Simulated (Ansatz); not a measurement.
`C[CH2][Al]([F])[Br]` and `[OH][Al]([F])[Br]` differ in one atom or group.

Ansatz, PBE0-D4/def2-TZVP geometries, multiplicity 1. Each molecule was computed in one conformer, which needn't be the lowest.

Scalar relativity is left out up to krypton.

```tsv
property	`C[CH2][Al]([F])[Br]`
HOMO–LUMO gap (ωB97M-V/def2-TZVPP) / eV	11.42
size of the dipole moment (PBE/def2-TZVPP) / D	2.21
HOMO energy (B3LYP/def2-TZVPP) / eV	-8.11
HOMO energy (PBE/def2-TZVPP) / eV	-7.06
LUMO energy (ωB97M-V/def2-TZVPP) / eV	0.90
HOMO–LUMO gap (PBE0/def2-TZVPP) / eV	7.62
```

Give the same properties after the change, and the shifts. (Estimate.)

Computed: 
```tsv
property	`[OH][Al]([F])[Br]`	shift
HOMO–LUMO gap (ωB97M-V/def2-TZVPP) / eV	11.73	0.31
size of the dipole moment (PBE/def2-TZVPP) / D	1.95	-0.26
HOMO energy (B3LYP/def2-TZVPP) / eV	-8.66	-0.55
HOMO energy (PBE/def2-TZVPP) / eV	-7.60	-0.54
LUMO energy (ωB97M-V/def2-TZVPP) / eV	0.54	-0.36
HOMO–LUMO gap (PBE0/def2-TZVPP) / eV	7.84	0.22
```

With PBE0 the HOMO falls by 0.63 eV and the LUMO falls by 0.41 eV, so the gap widens by about 0.22 eV. PBE moves the HOMO by -0.54 eV and ωB97M-V by -0.68 eV. The zero-point energy changes by -133.7 kJ/mol with -15 modes. Dipoles are sizes alone; their direction can turn.

B3LYP here is the variant with VWN-RPA as its local correlation; programs differ in this.

Spin–orbit coupling is left out; it splits and shifts lone-pair levels of the heavy atoms by tenths of an eV.
